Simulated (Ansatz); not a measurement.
WO₄H₂, relaxed as a singlet with RKS PBE-D4/def2-SVP in Ansatz, starting from the GFN1-xTB geometry. Force threshold 0.02 eV/Å.

In the def2 sets W takes a core potential; there is no spin–orbit coupling. The structure holds 2 bonds between oxygen atoms, so isomers without such links may lie far lower. Another isomer (singlet) lies 4.78 eV lower at PBE0-D4/def2-TZVP; other spin states weren't run for this one.

Start:

Cartesian coordinates in Å:
```
W -0.311 0.084 -0.217
O -0.224 -0.555 1.513
O 1.024 -0.737 0.920
O -1.766 0.058 -1.044
O 0.826 -1.370 -0.306
H 0.700 0.893 -1.254
H -0.248 1.627 0.388
```

| step | energy (eV) | largest force component (eV/Å) | SCF passes |
| --- | --- | --- | --- |
| 1 | -10028.6139 | 8.330 | 31 |
| 2 | -10029.8702 | 2.911 | 39 |
| 3 | -10030.2035 | 1.544 | 39 |
| 4 | -10030.2875 | 0.304 | 40 |
| 5 | -10030.2955 | 0.113 | 35 |
| 6 | -10030.2962 | 0.065 | 35 |
| 7 | -10030.2965 | 0.024 | 34 |
| 8 | -10030.2965 | 0.009 | 35 |

Force components are those of the run's own axes.

End:

```xyz
7

W    -0.4463    0.0576   -0.2832
O    -0.1415   -0.5471    1.5933
O     1.1724   -0.9189    1.0872
O    -1.8910    0.2018   -1.1812
O     0.9353   -1.3815   -0.2730
H     0.6368    0.9444   -1.2537
H    -0.2659    1.6438    0.3107
```

By distances, no bond broke or formed. The bond that changes most is W1–O3, from 1.94 to 2.33 Å (atoms count from 1).

No frequencies were taken in this run, so the end may be a saddle point.

Hardware: 4 threads of Arm Neoverse V2 on a shared host. Wall time 8.5 s.
